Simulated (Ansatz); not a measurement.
Two isomers of C7H14: A = `C=CCCCCC`, B = `CC/C=C(\C)CC`.

Computed with Ansatz on PBE0-D4/def2-TZVP structures; ΔE is electronic, products minus reactants. CCSD(T)/CBS is the MP2 limit (def2-TZVPP, def2-QZVPP) plus CCSD(T) − MP2 in def2-TZVPP, frozen cores. DFT in def2-TZVPP. B3LYP here is the variant with VWN-RPA as its local correlation; programs differ in this. Each species was taken in one conformer, which may not be the lowest.

Question: Which is lower in electronic energy at CCSD(T)/CBS, and by how much? (Estimate.)

Answer: The calculation gave: B, by 4.1 kcal/mol.

Question: Give E(B) − E(A) in kcal/mol with PBE-D4, B2PLYP, MP2/def2-TZVPP, LDA (SPW92), CCSD(T)/def2-SVP, B3LYP, CCSD(T)/def2-TZVPP. (An estimate is asked.)

Answer: Ansatz gave: PBE-D4 -5.9, B2PLYP -4.9, MP2/def2-TZVPP -5.1, LDA (SPW92) -6.6, CCSD(T)/def2-SVP -4.3, B3LYP -5.0, CCSD(T)/def2-TZVPP -4.2. None reverses the order clearly.

Largest T1 diagnostic: 0.009.

In def2-TZVPP, CCSD(T) changes the Hartree–Fock value by −1.1 kcal/mol (the triples alone add −0.4 kcal/mol) and MP2 by −2.0 kcal/mol. From BLYP to BHLYP (50 % exact exchange), in def2-TZVPP and without D4, E(B) − E(A) moves by +0.8 kcal/mol.
